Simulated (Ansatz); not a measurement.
## Changing the shape of CaO, singlet

Calculated in Ansatz's Gaussian-basis code. Basis def2-SVP, nonrelativistic, 6 orbitals frozen in the corrections; active space CAS(8,8). Restricted Hartree–Fock, then the lowest state-specific CASSCF solution met for each case. The basis is small, far from the limit. Single-reference values can break down or jump between states where bonds are stretched. Solutions in different active orbitals can move differences by tenths of an eV and at times more than 1 eV.

Case A: bond length 1.8220 Å.

Case B: bond length 3.6440 Å. A bond is stretched, to 1.51 times the sum of the covalent radii.

Energy less that of case A, in eV:

```csv
case,RHF/ROHF,CASSCF
B,+3.467,+3.810
```

(1) What does SC-NEVPT2 give for these differences?

Results:

(1) B: +3.380 eV (77.9 kcal/mol).
